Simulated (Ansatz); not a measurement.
C2H6ClFSn, SMILES `[CH3][Sn]([CH3])([F])[Cl]`. The species carries charge 0 and has multiplicity 1. Correlated methods include outer-core shells of Sn, which these sets cover unevenly. Sn takes the def2 core potential.

```xyz
11

C    -0.529   -1.188   -1.410
Sn    0.498   -0.220    0.169
C    -0.231    1.484    1.193
F     0.734   -1.566    1.524
Cl    2.663    0.246   -0.558
H    -1.516   -1.501   -1.068
H    -0.628   -0.511   -2.257
H     0.052   -2.061   -1.705
H     0.461    1.713    2.002
H    -1.219    1.274    1.601
H    -0.285    2.331    0.509
```

Q: Give the diagnostics of a CCSD(T)/def2-TZVPP run (frozen core, Ansatz). (Estimate.)

A: The calculation gave: T1 = 0.0116, largest single amplitude 0.020, largest double 0.018, (T) share of the correlation energy 3.4 %, 9 CCSD cycles. The RHF solution is stable towards an unrestricted one. T1 lies under the customary mark of 0.02 for closed shells.
